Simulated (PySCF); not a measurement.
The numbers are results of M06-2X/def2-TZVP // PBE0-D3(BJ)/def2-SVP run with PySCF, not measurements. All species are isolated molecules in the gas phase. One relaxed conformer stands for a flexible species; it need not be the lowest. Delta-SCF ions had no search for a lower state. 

Reference species (SMILES): `c12sc(c(OC)c1scc2)[SiH3]` (C–O–C–C torsion 177°) (neutral, multiplicity 1).

```json
{
  "HOMO–LUMO gap": "6.61 eV",
  "vertical ionisation energy (Delta-SCF)": "7.72 eV"
}
```

Changed species: `COc1cc2scc([SiH3])c2s1` (C–O–C–S torsion 0°).

What does the change do to the HOMO–LUMO gap and vertical ionisation energy (Delta-SCF)?

the HOMO–LUMO gap rises by 0.38 eV, to 6.99 eV; the vertical ionisation energy (Delta-SCF) drops by 0.11 eV, to 7.61 eV.
